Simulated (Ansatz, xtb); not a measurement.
**Relaxing a trial structure of CH2OSbSi**

The starting geometry of this gas-phase doublet was built from a drawn formula by distance geometry and a force field; its bonds are those of `O=[Si]1[CH][SbH]1`.

```json
{"atom": "C", "x (Å)": "-2.0269", "y (Å)": "-1.3678", "z (Å)": "-0.3875"}
{"atom": "O", "x (Å)": "-4.6696", "y (Å)": "0.2028", "z (Å)": "-1.4587"}
{"atom": "Sb", "x (Å)": "-1.0554", "y (Å)": "0.4555", "z (Å)": "0.1704"}
{"atom": "Si", "x (Å)": "-3.3591", "y (Å)": "-0.1418", "z (Å)": "-0.9388"}
{"atom": "H", "x (Å)": "-1.5720", "y (Å)": "-1.7630", "z (Å)": "-1.3356"}
{"atom": "H", "x (Å)": "-1.8047", "y (Å)": "0.5021", "z (Å)": "1.7403"}
```

**Question.** Predict what it relaxes into with r2SCAN-D4/def2-SVP.

**Answer.** It keeps its bonds, and is `O=[Si]1[CH][SbH]1`.

The energy falls by 0.63 eV over 15 steps:

```csv
step,E − E(last) (eV)
1,0.627
3,0.095
4,0.032
6,0.004
7,0.002
9,0.001
10,0.001
12,0.001
13,0.000
15,0.000
```

Final geometry (Å):

| atom | x (Å) | y (Å) | z (Å) |
| --- | --- | --- | --- |
| C | -1.9923 | -1.2927 | -0.6283 |
| O | -4.7126 | 0.3152 | -1.2055 |
| Sb | -0.9667 | 0.4762 | 0.2187 |
| Si | -3.2723 | -0.1144 | -0.8743 |
| H | -1.4515 | -2.0093 | -1.2569 |
| H | -2.0923 | 0.5128 | 1.5365 |

From the same start GFN2-xTB ends elsewhere, differing in Sb3–Si4 (3.45 against 2.62 Å here).

The end wasn't checked by frequencies. Open shells are spin-unrestricted. Atoms past krypton carry core potentials, without spin–orbit terms. Run with Ansatz 0.2.0, 3.4 min on 1 thread of Arm Neoverse V2 (shared host).
